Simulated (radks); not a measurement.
Question: The magnesium ion Mg11+, 1s1. Calculated with a radial shooting solver on a logarithmic mesh with Libxc functionals: non-relativistic Kohn-Sham, exchange-only PBE, spin-polarised, spherical densities, point nucleus. Every spin shell is full or empty, so the densities are truly spherical. Functionals are evaluated on that one density, not self-consistently. Rank these orbital-free kinetic functionals by their error against the exact value of the orbitals, and give that value: Thomas-Fermi, von Weizsacker, TF + vW, TF + vW/9, TF + vW/5, LC94, APBEK, revAPBEK, Perdew 92, Thakkar, Pearson, LKT, PG1, DePristo-Kress, Ernzerhof.

Answer: Exact: 71.9221 hartree. From best to worst, with 100 (|E| - |E exact|)/|E exact| (equal figures are ties): von Weizsacker 0.00, APBEK +2.16, Pearson -2.26, LC94 +2.32, Thakkar +2.51, TF + vW/9 +2.83, Perdew 92 +2.85, DePristo-Kress +3.02, revAPBEK +3.05, Ernzerhof +6.78, Thomas-Fermi -8.28, TF + vW/5 +11.72, PG1 +55.40, LKT +62.71, TF + vW +91.72.
